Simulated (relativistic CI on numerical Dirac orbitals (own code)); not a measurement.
## In3+: sensitivity of the levels to the model

Base calculation: Dirac-Coulomb-Breit CI, orbitals from a KLI potential per configuration, a model potential for QED, valence Slater integrals scaled by 0.85, P86 correlation energy added to each configuration.

CI space (outside the closed core [Kr]): 4d¹⁰, 4d⁹5s, 4d⁹4f, 4d⁹5p, 4d⁹5d, 4d⁹6s, 4d⁹6p, 4d⁹6d, 4d⁹7s, 4d⁹7p, 4d⁹5f, 4d⁹5g, 4d⁹7d, 4d⁹6f. Double excitations out of closed p, d and f shells are left out; levels of such configurations are missing from the list, as are those of other unlisted configurations, and high levels can miss mixing partners.

The lowest level and the first level of each name with at least 55 % of one term (blank where a level has no safe partner in the second run):

```tsv
Level	Base (cm⁻¹)	Shift (cm⁻¹)
4d¹⁰ ¹S0	0.0	0.0
4d⁹5s ³D3	133513.9	+416.3
4d⁹5s ³D2	135767.3	+450.1
4d⁹5s ³D1	140413.2	+494.4
4d⁹5s ¹D2	143572.9	+556.9
4d⁹5p ³P°2	197259.6	+1401.0
4d⁹5p ³F°3	200174.2	+1477.7
4d⁹5p ³P°1	203461.3	+1511.5
4d⁹5p ³F°4	203901.1	+1519.2
4d⁹5p ³F°2	205213.5	+1545.9
4d⁹5p ³P°0	207567.2	+1573.8
4d⁹5p ¹D°2	208759.8	+1615.9
4d⁹5p ³D°3	208988.6	+1635.8
4d⁹5p ¹P°1	211999.1	+1843.7
4d⁹5p ³D°1	214497.3	+1739.5
4d⁹5p ³D°2	215714.6	+1738.1
4d⁹5d ³S1	285307.1	+3179.3
4d⁹5d ³G5	288517.2	+3345.6
4d⁹5d ³P2	288754.6	+3382.1
4d⁹5d ³D3	289916.3	+3413.6
4d⁹5d ³F4	291135.6	+3477.5
4d⁹5d ³P0	292048.6	+3528.2
```

For a near-neutral ion this model can misplace configurations by up to about 10,000 cm⁻¹ (more where the count of f electrons changes) and terms by 10 to 25 % of their spread. Rates follow the energies as ν³ (E1, M1) or ν⁵ (E2), so they and the lifetimes can be off by large factors. The fine structure of a lone outer electron comes out too small, for d and f at times inverted, and misplaced configurations move strength between like terms. 42 of the 69 excited levels that our extract of the measured tables holds in this range could be paired (the sources list more); they are missed by 2449 cm⁻¹ on average and 4911 at most, and levels without a partner can miss by more.

Problem. One thing was changed in a second run, which moved the levels as shown. Which?
A. Breit term removed
B. configuration mixing switched off
C. QED terms removed
D. valence Slater integrals scaled by 0.75
E. one mean potential for all configurations
F. no correlation estimate

Solution. E. One mean potential for all configurations. One potential for all configurations removes the relaxation of the orbitals, which moves whole configurations and changes the integrals a little.

LS names give the leading component of a level, which can be under half, so a name can repeat, a term be missing and a line seem to break the LS rules.
